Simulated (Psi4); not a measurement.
boron monoxide dimer (B2O2), singlet, at a GFN2-xTB geometry. Base run: MP2/6-31G** (Psi4).

Psi4 was given this input:
```
memory 2 GB

molecule {
0 1
O    -0.00000000   -0.00000000   -1.99737313
B    -0.00000000   -0.00000000   -0.80940457
B     0.00000000    0.00000000    0.80940457
O     0.00000000    0.00000000    1.99737313
}

set {
  basis 6-31g**
  freeze_core true
}

energy('mp2')
print_variables()
```

Variants of this job, named by their change:

```json
[
 {"change": "base", "basis functions": "60", "E (Eh)": "-199.69441", "MP2 correlation (Eh)": "-0.51115"},
 {"change": "basis = 3-21G", "basis functions": "(withheld)", "E (Eh)": "(withheld)", "MP2 correlation (Eh)": "(withheld)"},
 {"change": "basis = pcseg-1", "basis functions": "56", "E (Eh)": "(withheld)", "MP2 correlation (Eh)": "(withheld)"},
 {"change": "basis = def2-SVP", "basis functions": "56", "E (Eh)": "(withheld)", "MP2 correlation (Eh)": "(withheld)"},
 {"change": "basis = 6-31+G*", "basis functions": "76", "E (Eh)": "-199.70575", "MP2 correlation (Eh)": "-0.51575"},
 {"change": "basis = 6-311++G**", "basis functions": "88", "E (Eh)": "-199.79432", "MP2 correlation (Eh)": "-0.55541"},
 {"change": "basis = aug-cc-pVDZ", "basis functions": "92", "E (Eh)": "-199.74691", "MP2 correlation (Eh)": "-0.53958"},
 {"change": "basis = cc-pVTZ", "basis functions": "120", "E (Eh)": "-199.89575", "MP2 correlation (Eh)": "-0.64007"},
 {"change": "basis = pcseg-2", "basis functions": "120", "E (Eh)": "-199.88060", "MP2 correlation (Eh)": "-0.62772"},
 {"change": "basis = def2-TZVP", "basis functions": "(withheld)", "E (Eh)": "(withheld)", "MP2 correlation (Eh)": "(withheld)"},
 {"change": "basis = def2-TZVPD", "basis functions": "154", "E (Eh)": "-199.90281", "MP2 correlation (Eh)": "-0.63911"},
 {"change": "basis = def2-QZVP", "basis functions": "228", "E (Eh)": "-199.95784", "MP2 correlation (Eh)": "-0.68487"},
 {"change": "basis = def2-QZVPP", "basis functions": "228", "E (Eh)": "-199.95784", "MP2 correlation (Eh)": "-0.68487"}
]
```

Question: Fill in the missing entries.

Answer: 
- basis = 3-21G, basis functions: 36
- basis = 3-21G, E (Eh): -198.46098
- basis = 3-21G, MP2 correlation (Eh): -0.37800
- basis = pcseg-1, E (Eh): -199.65281
- basis = pcseg-1, MP2 correlation (Eh): -0.51854
- basis = def2-SVP, E (Eh): -199.54776
- basis = def2-SVP, MP2 correlation (Eh): -0.51991
- basis = def2-TZVP, basis functions: 124
- basis = def2-TZVP, E (Eh): -199.90009
- basis = def2-TZVP, MP2 correlation (Eh): -0.63664

Totals compare only among sets that treat the same electrons; sets with core potentials leave the core out.
